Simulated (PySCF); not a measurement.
Species: Sn(OEt)H3, C₂H₈OSn.
Bonds: Sn1–O2, O2–C3, C3–C4. Hydrogens: H10, H11, H12 on Sn1; H5, H6 on C3; H7, H8, H9 on C4.

Level of theory: PBE0-D3(BJ)/def2-SVP geometry optimisation, gas phase, def2 core potentials past Kr (PySCF).

**Question.** How far are the bound atoms from Sn1?

**Answer.** 4 atoms: H10 1.705 Å, H12 1.716 Å, H11 1.716 Å, O2 1.992 Å. The nearest atom not counted as bound is C3, at 2.96 Å.

**Question.** List the angles at Sn1.

**Answer.** 
```json
{"angle": "H10–Sn1–H12", "degrees": "113.0", "distance of the outer atoms (Å)": "2.85"}
{"angle": "H10–Sn1–H11", "degrees": "113.0", "distance of the outer atoms (Å)": "2.85"}
{"angle": "H11–Sn1–H12", "degrees": "111.2", "distance of the outer atoms (Å)": "2.83"}
{"angle": "O2–Sn1–H11", "degrees": "107.8", "distance of the outer atoms (Å)": "3.00"}
{"angle": "O2–Sn1–H12", "degrees": "107.8", "distance of the outer atoms (Å)": "3.00"}
{"angle": "O2–Sn1–H10", "degrees": "103.4", "distance of the outer atoms (Å)": "2.91"}
```

**Question.** What is the shape at Sn1?

**Answer.** Distorted tetrahedral: angles from 103.4° to 113.0°; τ4 = (360° − α − β)/141° = 0.95 with α and β the two widest (0 for a square, 1 for a tetrahedron).

**Question.** What are the other bond lengths?

**Answer.** O2–C3 1.401 Å; C3–C4 1.513 Å; C3–H5, C3–H6 1.112 Å; C4–H7, C4–H8, C4–H9 1.101 Å.

**Question.** Give some angles away from the centre.

**Answer.** Sn1–O2–C3 120.3°, O2–C3–C4 109.1°.

**Question.** What are the rotational constants (commonest isotopes, rigid rotor)?

**Answer.** A = 22199, B = 1399, C = 1367 MHz: a near-prolate asymmetric top.

Point group: Cs (tolerance 0.08 Å). Charge 0, singlet. Not checked by PBE0-D3(BJ)/def2-SVP frequencies.

The run took 58 s wall on x86-64 server, one thread, shared host. That covers the optimisation of the geometry.

One conformer stands for the species.
